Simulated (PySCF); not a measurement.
Isomers C6H8F2O:

A. SMILES FC(F)[C@H]1CCC=CO1
B. `C=C(C=O)[C@H](C)C(F)F`
C. SMILES F[C@H](C(=C)F)[C@@H](C)C=O
D. SMILES C=C(F)[C@@H](F)[C@H](C)C=O
E. SMILES CC#CCCOC(F)F

Spectrum 1. 13C{1H} NMR (computed): δ 196.6 (CH), 156.1 (C), 145.7 (CH2), 124.1 (CH), 36.2 (CH), 18.6 (CH3).

Spectrum 2. 13C{1H} NMR (computed): δ 210.0 (CH), 172.1 (C), 98.7 (CH2), 94.1 (CH), 51.4 (CH), 8.5 (CH3).

Spectrum 3. 13C{1H} NMR (computed): δ 128.1 (CH), 85.6 (C), 79.7 (C), 73.1 (CH2), 23.8 (CH2), 4.5 (CH3).

Spectrum 4. 13C{1H} NMR (computed): δ 206.7 (CH), 173.8 (C), 96.7 (CH2), 95.0 (CH), 52.7 (CH), 13.8 (CH3).

Spectrum 5. 13C{1H} NMR (computed): δ 150.5 (CH), 119.1 (CH), 106.8 (CH), 77.7 (CH), 24.0 (CH2), 20.1 (CH2).

[PySCF: σ from GIAO-PBE0/pcSseg-1; GFN2-xTB structure; averaged over atoms made equivalent by symmetry, fast rotation or ring inversion; non-relativistic; in vacuum; one computed conformer]

δ = σ(ref) − σ, references computed at the same level: TMS for 13C. Splittings of carbon signals by F and P are missing where no couplings were computed. Shifts are as computed. Against solution values, carbons near 30 ppm lie about +3 ppm off and those near 130 ppm about +5 ppm. Of 1211 compounds with measured shifts, 218 miss one by over three times the rms of a fit or turn the order of signals round; such compounds aren't used in these exercises.

Q: Match each spectrum to its structure.

A: 1–B, 2–D, 3–E, 4–C, 5–A.

- Spectrum 1 (B): 6 13C signals; δC 196.6 is an aldehyde carbonyl carbon; δC 156.1 is an α carbon of a C=C–C=O unit.
- Spectrum 2 (D): 6 13C signals; δC 210.0 is an aldehyde carbonyl carbon; δC 94.1 is an allylic sp3 CH bonded to F.
- Spectrum 3 (E): 6 13C signals; δC 128.1 is an sp3 CH bonded to 2 F and O; δC 85.6 is an alkyne carbon.
- Spectrum 4 (C): 6 13C signals; δC 206.7 is an aldehyde carbonyl carbon; δC 95.0 is an allylic sp3 CH bonded to F.
- Spectrum 5 (A): 6 13C signals; δC 150.5 is an alkene carbon bearing oxygen; δC 119.1 is an sp3 CH bonded to 2 F.
